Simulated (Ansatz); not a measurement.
HSi (SMILES [SiH]), doublet, geometry from GFN2-xTB. Base run: PBE0/3-21G run with Ansatz (a first-principles code).

Ansatz was given this input:
Ansatz 0.2 input:
```yaml
crystal:
  periodic: [false, false, false]
  atoms:
    - {symbol: Si, position_ang: [-0.00000000, -0.00000000, -0.10104690]}
    - {symbol: H, position_ang: [0.00000000, 0.00000000, 1.41465662]}
basis:
  gaussian:
    orbitals: 3-21G.json
hamiltonian:
  xc: pbe0
magnetization: {spin_polarized: true, initial_magnetization: 1}
```
The basis file holds 3-21G in the JSON format of the Basis Set Exchange.

Variants of this job, named by their change:

```csv
change,basis functions,E (Eh)
base,15,-288.32601
basis = STO-3G,?,?
basis = def2-SV(P),20,-289.76300
basis = 6-31G**,24,-289.84145
basis = 6-31+G*,?,?
basis = def2-SVPD,32,-289.76583
basis = aug-cc-pVDZ,36,-289.85945
basis = def2-TZVP,43,-289.86403
basis = def2-TZVPD,52,-289.86420
basis = def2-TZVPP,56,-289.86426
basis = aug-cc-pVTZ,73,-289.86847
basis = cc-pVQZ,?,?
basis = def2-QZVPP,?,?
```

### Question
What belongs in the gaps?

### Answer

- basis = STO-3G, basis functions: 10
- basis = STO-3G, E (Eh): -286.45447
- basis = 6-31+G*, basis functions: 25
- basis = 6-31+G*, E (Eh): -289.84165
- basis = cc-pVQZ, basis functions: 89
- basis = cc-pVQZ, E (Eh): -289.87125
- basis = def2-QZVPP, basis functions: 100
- basis = def2-QZVPP, E (Eh): -289.87372

Totals compare only among sets that treat the same electrons; sets with core potentials leave the core out.
